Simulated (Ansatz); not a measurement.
Geometry optimisation, RKS revPBE/def2-SVP (Ansatz).

The input (input.yaml):

```yaml
crystal:
  periodic: [false, false, false]
  atoms:
    - { symbol: Ti, position_ang: [0.168096, -7.8e-05, -0.013516] }
    - { symbol: Cl, position_ang: [0.366682, -0.013588, 2.318238] }
    - { symbol: O, position_ang: [1.819817, -0.074505, -0.662492] }
    - { symbol: H, position_ang: [2.345384, -0.888334, -0.788036] }
    - { symbol: F, position_ang: [-0.540074, 1.472411, -0.636229] }
    - { symbol: F, position_ang: [-0.627382, -1.455284, -0.571055] }
    - { symbol: Br, position_ang: [-3.344536, 0.035548, 1.308029] }
    - { symbol: H, position_ang: [-2.200888, -0.02827, 2.287062] }
basis:
  gaussian: { orbitals: def2-SVP }
hamiltonian:
  xc: revpbe
relax:
  f_tol: 0.03
  max_steps: 50
```

Launched with:

```bash
$ ansatz run input.yaml --threads 4 --pin off --max-ram 5120MiB --backend cpu --events-out ev --progress --plain --runs-dir out
```

Question: Where does it end, and by what steps?

Answer: It converged. After 12 steps the energy has fallen by 0.129 eV; Br7 moved furthest, 0.86 Å.

```tsv
step	energy less start (eV)	largest force component (eV/Å)	accepted
0	0.0000	0.906	yes
1	-0.1015	0.256	yes
2	-0.1141	0.088	yes
3	-0.1174	0.103	yes
4	-0.1206	0.058	yes
5	-0.1225	0.254	yes
6	-0.1255	0.080	yes
7	-0.1271	0.058	yes
8	-0.1280	0.077	yes
9	-0.1285	0.068	yes
10	-0.1286	0.112	yes
11	-0.1289	0.057	yes
12	-0.1290	0.019	yes
```

```xyz
8
Properties=species:S:1:pos:R:3
Ti 0.321 -0.033 -0.150
Cl 0.205 -0.059 2.086
O 2.024 -0.106 -0.645
H 2.644 -0.849 -0.764
F -0.379 1.437 -0.797
F -0.508 -1.445 -0.772
Br -3.865 0.069 1.989
H -2.456 0.033 2.296
```

Time of the run: 27 s on 4 threads of Arm Neoverse V2, with other jobs on the host, peak memory 0.22 GiB.
